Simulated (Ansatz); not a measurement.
C6H16Cl2N2Ti (`CC(C)[NH][Ti]([Cl])([Cl])[NH]C(C)C`). Total charge 0; spin multiplicity 1. The structure was optimised at the PBE0-D4/def2-TZVP level. It is one conformer, not always the lowest.

```xyz
27

C    -1.507    2.342    1.146
C    -0.384    1.643    0.393
C     0.850    2.525    0.280
N    -0.831    1.212   -0.919
Ti   -1.208   -0.403   -1.738
Cl   -0.155   -0.461   -3.701
Cl   -3.410   -0.608   -1.967
N    -0.667   -1.706   -0.540
C     0.591   -2.311   -0.133
C     1.765   -1.501   -0.651
C     0.641   -2.458    1.380
H    -1.184    2.624    2.151
H    -2.379    1.692    1.228
H    -1.811    3.254    0.622
H    -0.117    0.734    0.941
H     0.615    3.445   -0.265
H     1.651    2.011   -0.256
H     1.219    2.809    1.269
H    -1.030    2.013   -1.518
H    -1.463   -2.172   -0.110
H     0.650   -3.316   -0.576
H     1.743   -1.417   -1.739
H     1.752   -0.492   -0.228
H     2.705   -1.975   -0.366
H    -0.203   -3.047    1.750
H     1.561   -2.961    1.687
H     0.608   -1.477    1.861
```

Problem. What is the dipole moment at PBE/def2-TZVPP? (An estimate is asked.)

Solution. Ansatz gave: 4.40 D, with components (2.06, 0.24, 3.88) D in this frame, pointing from negative to positive charge.

Problem. And with r2SCAN, B3LYP, ωB97M-V? (Estimate.)

Solution. Ansatz gave: r2SCAN 4.51 D, B3LYP 4.42 D, ωB97M-V 4.37 D.

Problem. Give the Mulliken charges with PBE, B3LYP, r2SCAN in def2-TZVPP. (Best estimate.)

Solution. The calculation gave: 
| atom | PBE | B3LYP | r2SCAN |
| --- | --- | --- | --- |
| C1 | -0.26 | -0.26 | -0.17 |
| C2 | 0.15 | 0.15 | 0.22 |
| C3 | -0.26 | -0.26 | -0.16 |
| N4 | -0.27 | -0.33 | -0.34 |
| Ti5 | 0.52 | 0.69 | 0.68 |
| Cl6 | -0.26 | -0.29 | -0.29 |
| Cl7 | -0.25 | -0.28 | -0.28 |
| N8 | -0.27 | -0.33 | -0.35 |
| C9 | 0.07 | 0.10 | 0.15 |
| C10 | -0.21 | -0.24 | -0.14 |
| C11 | -0.26 | -0.26 | -0.16 |
| H12 | 0.07 | 0.07 | 0.04 |
| H13 | 0.10 | 0.10 | 0.06 |
| H14 | 0.07 | 0.07 | 0.04 |
| H15 | 0.03 | 0.04 | -0.01 |
| H16 | 0.07 | 0.07 | 0.04 |
| H17 | 0.09 | 0.09 | 0.06 |
| H18 | 0.07 | 0.08 | 0.04 |
| H19 | 0.11 | 0.10 | 0.12 |
| H20 | 0.14 | 0.13 | 0.14 |
| H21 | 0.07 | 0.07 | 0.02 |
| H22 | 0.09 | 0.09 | 0.07 |
| H23 | 0.07 | 0.07 | 0.04 |
| H24 | 0.08 | 0.08 | 0.05 |
| H25 | 0.08 | 0.08 | 0.04 |
| H26 | 0.08 | 0.08 | 0.04 |
| H27 | 0.08 | 0.08 | 0.05 |

B3LYP here is the variant with VWN-RPA as its local correlation; programs differ in this.
